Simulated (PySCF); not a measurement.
## Ta²⁺: excitation energy

Ta²⁺ [Xe] 4f14 5d3 (4F) → Ta²⁺ [Xe] 4f14 5d2 6s1 (4F), as a difference of total energies. Computed with PySCF 2.14 in ANO-RCC-VTZP (8s7p5d3f2g1h, 104 functions), with the spin-free X2C one-electron Hamiltonian (Gaussian nucleus). Correlated levels: valence: [Xe] 4f14 frozen. The calculations carry no spin-orbit coupling.

```json
{"method": "UHF", "excitation energy (eV)": "0.752"}
{"method": "MP2 (valence)", "excitation energy (eV)": "0.789"}
{"method": "SCS-MP2 (valence)", "excitation energy (eV)": "0.765"}
{"method": "CCSD (valence)", "excitation energy (eV)": "0.790"}
{"method": "CCSD(T) (valence)", "excitation energy (eV)": "0.790"}
```

How much does correlation contribute at CCSD(T) (valence)?

0.790 − (0.752) = 0.038 eV, measured against UHF.

A first-order spin-orbit estimate (lowest level to lowest level, LS coupling) adds -0.035 eV.

The basis was made for the ground configuration and has no added diffuse functions, so the excitation energy can come out too high.
